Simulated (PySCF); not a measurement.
1,1-bromofluoroethene, C₂H₂BrF.
Structure used (PBE0-D3(BJ)/def2-SVP), in Å, numbered top down from 1:
```xyz
6
C2H2BrF angstrom
C     -0.6172   -0.4167    0.2282
C      0.4273    0.3445   -0.0720
F      0.8621    1.3108    0.7123
Br     1.4494    0.1810   -1.6373
H     -1.1466   -0.2411    1.1665
H     -0.9453   -1.2060   -0.4452
```

Theory: EOM-IP-CCSD/aug-cc-pVDZ in PySCF, restricted Hartree–Fock reference, 12 core orbitals frozen, non-relativistic, gas phase, PBE0-D3(BJ)/def2-SVP geometry.

Hartree–Fock orbital energies give these Koopmans values (eV): HOMO 10.19, HOMO-1 11.97, HOMO-2 13.03, HOMO-3 14.65, HOMO-4 16.51, HOMO-5 19.01, HOMO-6 19.85, HOMO-7 20.09.

**Question.** What vertical ionisation energies does EOM-IP-CCSD give?

**Answer.** 
```json
{"leading hole (HF orbital)": "HOMO", "Koopmans (eV)": "10.19", "EOM-IP-CCSD (eV)": "9.93", "change (eV)": "-0.26", "one-hole share": "0.96"}
{"leading hole (HF orbital)": "HOMO-1", "Koopmans (eV)": "11.97", "EOM-IP-CCSD (eV)": "11.32", "change (eV)": "-0.65", "one-hole share": "0.96"}
{"leading hole (HF orbital)": "HOMO-2", "Koopmans (eV)": "13.03", "EOM-IP-CCSD (eV)": "12.20", "change (eV)": "-0.83", "one-hole share": "0.95"}
{"leading hole (HF orbital)": "HOMO-3", "Koopmans (eV)": "14.65", "EOM-IP-CCSD (eV)": "13.54", "change (eV)": "-1.11", "one-hole share": "0.96"}
{"leading hole (HF orbital)": "HOMO-4", "Koopmans (eV)": "16.51", "EOM-IP-CCSD (eV)": "14.97", "change (eV)": "-1.54", "one-hole share": "0.95"}
{"leading hole (HF orbital)": "HOMO-6", "Koopmans (eV)": "19.85", "EOM-IP-CCSD (eV)": "17.03", "change (eV)": "-2.82", "one-hole share": "0.93"}
{"leading hole (HF orbital)": "HOMO-5", "Koopmans (eV)": "19.01", "EOM-IP-CCSD (eV)": "17.27", "change (eV)": "-1.74", "one-hole share": "0.93"}
{"leading hole (HF orbital)": "HOMO-7", "Koopmans (eV)": "20.09", "EOM-IP-CCSD (eV)": "17.57", "change (eV)": "-2.52", "one-hole share": "0.93"}
```

**Question.** Does the order of the lines follow the orbital energies?

**Answer.** No: the HOMO-6 hole (17.03 eV) falls below the HOMO-5 hole (17.27 eV). The corrections run from -2.82 to -0.26 eV, with a mean of -1.43 eV over the 8 lines; no line lies above its Koopmans value.

**Question.** At what kinetic energies would He II light (40.81 eV) eject these electrons?

**Answer.** 30.88 eV (HOMO), 29.49 eV (HOMO-1), 28.61 eV (HOMO-2), 27.27 eV (HOMO-3), 25.84 eV (HOMO-4), 23.78 eV (HOMO-6), 23.54 eV (HOMO-5), 23.24 eV (HOMO-7).

**Question.** What total energy has the lowest final state, and which wavelength reaches it?

**Answer.** E(CCSD) + ionisation energy = -2749.35042 + 0.36482 = -2748.98560 Eh, at the geometry of the initial state. The threshold wavelength is 1239.84 eV nm/9.93 eV = 124.9 nm.

One root was sought for each valence orbital with −ε under 21 eV, eight at most, so deeper holes and satellites are missing; no vibrational structure.
